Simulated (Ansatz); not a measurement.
Changing the shape of CH₃Cu, singlet

Calculated in Ansatz's Gaussian-basis code. Basis cc-pVTZ, nonrelativistic, 6 orbitals frozen in the corrections; active space CAS(2,2). Restricted Hartree–Fock, then the lowest state-specific CASSCF solution met for each case. On stretched bonds single-reference methods can fail or change state. Solutions in different active orbitals can move differences by tenths of an eV and at times more than 1 eV.

Case A:

```xyz
5

Cu    0.0000    0.0000    0.0000
C     0.0000    0.0000    2.0691
H     1.0300    0.0000    2.4281
H    -0.5150    0.8920    2.4281
H    -0.5150   -0.8920    2.4281
```

Case B:

```xyz
5

Cu    0.0000    0.0000    0.0000
C     0.0000    0.0000    1.8810
H     1.0300    0.0000    2.2400
H    -0.5150    0.8920    2.2400
H    -0.5150   -0.8920    2.2400
```

Energy less that of case A, in eV:

```json
{"case": "B", "RHF/ROHF": "+0.088", "CASSCF": "+0.141"}
```

What does SC-NEVPT2 give for these differences?

B: -0.236 eV (-5.4 kcal/mol).

Which case is lowest, and do the methods agree?

B is lowest in SC-NEVPT2. RHF/ROHF puts A lowest. CASSCF puts A lowest.
